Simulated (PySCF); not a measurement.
SnO2, SMILES [O]=[Sn]=[O]. Atoms are numbered in the order given.

```xyz
3

Sn     0.0000     0.0000     0.0000
O      0.0000     0.0000    -1.8079
O      0.0000     0.0000     1.8079
```

Coordinates come from a r2SCAN-D4/def2-TZVP optimisation. The def2 effective core potentials stand for the cores of Sn; spin–orbit coupling is left out.

Method: PySCF 2.14.0 with IEF-PCM-ωB97X/def2-SVP.

The values are the electrostatic part of the solvation free energy, E(continuum) − E(gas) at the gas-phase geometry, in a cavity of scaled van der Waals radii (PySCF's table); cavitation and dispersion terms are not included. A continuum can't describe solvent molecules that bind to the metal. In vacuum the orbital gap is 9.74 eV. The dipole moment in vacuum is 0.00 D.

Computed values in water (ε = 78.36), 2-propanol (ε = 19.26), acetone (ε = 20.49):
```
solvent         ε  ΔG(elec) (kcal/mol)  dipole (D)  gap (eV)
----------  -----  -------------------  ----------  --------
water       78.36                -11.3        0.00      9.96
2-propanol  19.26                -10.6        0.00      9.95
acetone     20.49                -10.7        0.00      9.95
```
